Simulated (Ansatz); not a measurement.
Reaction (hydrogenolysis of a C–Si bond): `O[SiH2]C#[C][GeH3]` + H₂ → `C#[C][GeH3]` + silanol

Program: Ansatz. Geometries: PBE0-D4/def2-TZVP. ΔE: electronic, gas phase. CCSD(T)/CBS adds triple-zeta CCSD(T) − MP2 to the extrapolated MP2 energy (def2 sets, frozen cores). This one scheme is used for every species. For Ge outer-core shells are correlated without core-valence functions, which leaves a few kJ/mol of doubt a bond. Scalar relativity is left out up to krypton. One conformer a species, not always the lowest.

```json
{"species": "`O[SiH2]C#[C][GeH3]`", "SCS-MP2/def2-TZVPP energy (Eh)": "-2519.37733"}
{"species": "H₂", "SCS-MP2/def2-TZVPP energy (Eh)": "-1.17094"}
{"species": "`C#[C][GeH3]`", "SCS-MP2/def2-TZVPP energy (Eh)": "-2153.94535"}
{"species": "`O[SiH3]`", "SCS-MP2/def2-TZVPP energy (Eh)": "-366.59311"}
```

Problem. Work out ΔE.

Solution. ΔE = (-2153.94535) + (-366.59311) − (-2519.37733) − (-1.17094) = 0.00981 Eh = +25.8 kJ/mol. CCSD(T)/CBS gives +26.1 kJ/mol.

Largest T1 diagnostic among the species: 0.012.

At CCSD(T), def2-SVP lies −11.3 kJ/mol from the extrapolated value and def2-TZVPP −1.8 kJ/mol. From r2SCAN to r2SCAN0 (25 % exact exchange), in def2-TZVPP and without D4, ΔE moves by −4.6 kJ/mol. Leaving LDA and LC-ωPBE aside and taking each functional with its dispersion term where it has one, the values, not all of them listed here, spread over 12.8 kJ/mol, from CAM-B3LYP-D4 to revPBE-D4.
